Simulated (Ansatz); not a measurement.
GeH$_{6}$O$_{2}$Si (`[OH][GeH]([OH])[SiH3]`). Total charge 0; spin multiplicity 1.

Z-matrix (Å, degrees):
```
Ge
O 1 1.783
Si 1 2.396 2 109.8
O 1 1.783 2 110.3 3 -121.2
H 1 1.531 2 104.3 3 127.4
H 2 0.959 1 113.6 3 44.5
H 3 1.490 1 108.2 2 -60.2
H 3 1.485 1 110.5 2 -179.4
H 3 1.485 1 110.5 2 59.0
H 4 0.959 1 113.6 2 75.7
```

(1) List the harmonic frequencies (cm⁻¹, unscaled) at PBE0-D4/def2-TZVP in Ansatz. (Best estimate.)

(2) Is this a minimum?

(3) Give the ideal-gas thermochemistry at 298.15 K and 1 bar (rigid rotor, harmonic oscillator; point group Cs, symmetry number 1).

## Answers

(1) The calculation gave: 67, 98, 124, 158, 232, 273, 351, 487, 502, 679, 697, 716, 732, 865, 905, 929, 935, 941, 2194, 2210, 2233, 2241, 3900, 3901.

(2) Yes, all 24 modes are real.

(3) Zero-point energy 157.7 kJ/mol; H(298) − E = 181.7 kJ/mol; entropy 371.7 J/(mol·K), of which translation 170.4, rotation 112.8, vibration 88.6; G(298) − E = 70.8 kJ/mol. Modes under 100 cm⁻¹ are hindered rotations or soft bends, so the harmonic entropy is rough.
